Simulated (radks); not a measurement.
Polarisability of neutral selenium, [Ar] 3d10 4s2 4p4, at imaginary frequency. All-electron calculation, scalar-relativistic Kohn-Sham, PBE, spin-polarised, spherical densities, finite nucleus; open shells are filled with parallel spins first; Fermi nuclear charge, rms radius 4.14 fm. Program: a radial shooting solver on a logarithmic mesh with Libxc functionals. Response by self-consistent Sternheimer equations with the Hartree and adiabatic LDA kernel, the relativistic mass of each level held fixed and spin-orbit coupling left out.

w (hartree)  alpha1(iw) (bohr^3)
0.00266                    27.93
0.0143                     27.88
0.0360                     27.62
0.0697                     26.81
0.118                      25.03
0.186                      21.99
0.280                      17.87
0.413                      13.27
0.605                      8.936
0.892                      5.441
1.35                       3.000
2.12                       1.508
3.59                      0.6884
6.94                      0.2644
17.5                     0.06269

Static values: alpha1 = 27.93 bohr^3 (4.139 angstrom^3; uncoupled 41.29). C6 = 232.6, triple-dipole C9 = 4630 atomic units. One-pole (London) frequency 4 C6 / (3 alpha1^2) = 0.398 hartree, against 0.206 for minus the highest occupied eigenvalue. Recommended static value: 28.9 bohr^3 (Schwerdtfeger and Nagle, 2023 table).
